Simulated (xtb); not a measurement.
AsH5Sn, SMILES [AsH2][SnH3]. All values are semi-empirical tight-binding results from xtb (GFN2-xTB unless named), good for trends rather than for accurate numbers. The structure is a stationary point at GFN2-xTB.

Optimised geometry:

```xyz
7

Sn    -0.9705     0.0817     0.2130
As     1.5145    -0.1124    -0.3901
H     -1.9763    -0.7931    -0.8084
H     -1.5715     1.6454     0.0878
H     -1.4648    -0.4017     1.7492
H      1.6372    -1.4210     0.3284
H      1.9213     0.5967     0.8650
```

For metal compounds this method's bond lengths and energies can be far off.

| Item | Result |
|---|---|
| orbital gap | 4.74 eV |
| zero-point energy | 20.2 kcal/mol |
| G − E(el) at 298.15 K (modified RRHO) | 1.2 kcal/mol |

Task: Give the atomic charges and the Wiberg bond orders between heavy atoms. (An estimate is asked for; the answer gives what the named calculation found.)

Result: charges (e) Sn1 0.02, As2 0.13, H3 -0.04, H4 -0.04, H5 -0.02, H6 -0.03, H7 -0.03. Bond orders Sn1–As2 0.68.
